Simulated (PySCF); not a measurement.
## Does the structure fit the spectrum?

A compound C$_{9}$H$_{14}$ gives the data below (simulated from a calculation) and was assigned the structure `C=C[C@@H]1[C@H]2CCCC[C@@H]12`.

¹³C{¹H} NMR (computed): δ 143.8 (C, 2C), 139.1 (C, 2C), 50.6 (CH2), 14.9 (CH3, 2C), 12.8 (CH3, 2C).

¹H NMR (400 MHz, computed): δ 2.52 (s, 2H), 1.98 (s, 6H), 1.85 (s, 6H).

- PBE0-D3(BJ)/def2-SVP geometry
- shielding tensors at PBE0/pcSseg-1 (GIAO)
- program: PySCF 2.14.0 with density-fitted response routines
- single conformer, one averaged value for each set of equivalent atoms, no solvent, non-relativistic

Chemical shifts δ = σref − σ; ¹H and ¹³C vs TMS, all at this level.

Problem. Compare with the shifts computed for the proposed structure, pairing carbons in order of shift.

Solution. Atom-mapped SMILES (the numbers label the heavy atoms): `[CH2:1]=[CH:2][C@@H:3]1[C@H:4]2[CH2:5][CH2:6][CH2:7][CH2:8][C@@H:9]12`. Each H is labelled by its parent atom.

```
atom  computed for proposal  given list  difference
  C2                  151.2       143.8        +7.4
  C1                  112.3       143.8       -31.5
  C4                   29.5       139.1      -109.6
  C9                   29.5       139.1      -109.6
  C3                   26.7        50.6       -23.9
  C5                   26.2        14.9       +11.3
  C8                   26.2        14.9       +11.3
  C6                   23.5        12.8       +10.7
  C7                   23.5        12.8       +10.7
```

The rms difference is 53.9 ppm and the largest -109.6 ppm at C4 (three-membered-ring carbon). The proposal also would give 6 carbon signals, not 5. The carbon types in order of shift don't match either: CH, CH2, CH, CH, CH, CH2, CH2, CH2, CH2 for the proposal against C, C, C, C, CH2, CH3, CH3, CH3, CH3 in the data. The proposal doesn't fit.

Problem. Which isomer fits?

Solution. SMILES CC1=C(C)C(C)=C(C)C1.

Carbon types of the structure: 4 × C, 1 × CH2, 4 × CH3, which accounts for all hydrogens. δC 143.8, 139.1: fully substituted alkene carbon; as expected for a trigonal carbon in a double bond. δC 50.6: allylic sp3 CH2; a saturated carbon with 2 carbon neighbours and no heteroatom attached. δH 2.52: hydrogen on an allylic sp3 CH2; allylic position. δH 1.98, 1.85: hydrogen on an allylic methyl carbon; allylic position.

The shifts were computed for this structure.

Shifts are as computed. Against solution values, carbons near 30 ppm lie about +2 ppm off and those near 130 ppm about +5 ppm. Of 1211 compounds with measured shifts, 218 miss one by over three times the rms of a fit or turn the order of signals round; such compounds aren't used in these exercises. No couplings were computed; multiplicities are counted from neighbouring protons, with m where these are inequivalent, close in shift, in a saturated or five-membered ring or joined by F or P, and br s for small geminal =CH2 splittings.
